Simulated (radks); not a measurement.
Values are calculated unless marked as measured or tabulated.
Task: These are the eigenvalues of the occupied orbitals of an atom or ion with whole-number occupations (eV). Code: a radial shooting solver on a logarithmic mesh with Libxc functionals. Model: Dirac Kohn-Sham, exchange-only PBE, spin-unpolarised, spherical densities, finite nucleus; Fermi nuclear charge, rms radius of each element as measured or else 0.836 A^(1/3) + 0.57 fm.

| orbital | eigenvalue |
|---|---|
| 1s1/2 | -87538.14 |

Which element is it, and in what charge state? The configuration may be excited. Open shells, if any, fill j = l - 1/2 first.

Result: Z = 77, iridium, charge +76: Ir76+ in 1s1. The 1s level, -3217 hartree, gives Z - s = 80.2 by -(Z - s)^2/2, which with screening and relativity narrows Z to a few neighbours, and the depths must fix Z and the occupations together.
